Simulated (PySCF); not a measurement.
C5H6O2, SMILES C[C@H]1OC=CC1=O.

Coordinates come from a B3LYP-D3(BJ)/def2-SVP optimisation. The structure was generated by enumeration; whether it is a known compound was not checked. One conformer was computed; it need not be the lowest.

Two levels are set side by side: PBE/def2-TZVP (PySCF) and B3LYP/def2-TZVP (PySCF). Same geometry, gas phase. Differences are taken from unrounded values.

```csv
quantity,PBE
orbital gap (eV),3.33
highest occupied level (eV),-5.58
lowest empty level (eV),-2.24
dipole moment (D),2.86
mean polarisability (bohr³),64.2
```

**Question.** These are the PBE values. What does B3LYP give? (An estimate is asked for; the answer gives what the named calculation found.)

**Answer.** 
| quantity | B3LYP | PBE minus B3LYP |
|---|---|---|
| orbital gap (eV) | 5.40 | -2.06 |
| highest occupied level (eV) | -6.95 | 1.37 |
| lowest empty level (eV) | -1.55 | -0.70 |
| dipole moment (D) | 2.94 | -0.09 |
| mean polarisability (bohr³) | 62.7 | 1.5 |

Without exact exchange PBE keeps part of each electron's self-repulsion, which lifts occupied levels and narrows the gap. Differences between two approximate levels are no errors against the true value.

Rough cost on one machine, each run with all the roots and properties that it gave: B3LYP against PBE within a factor of 2.
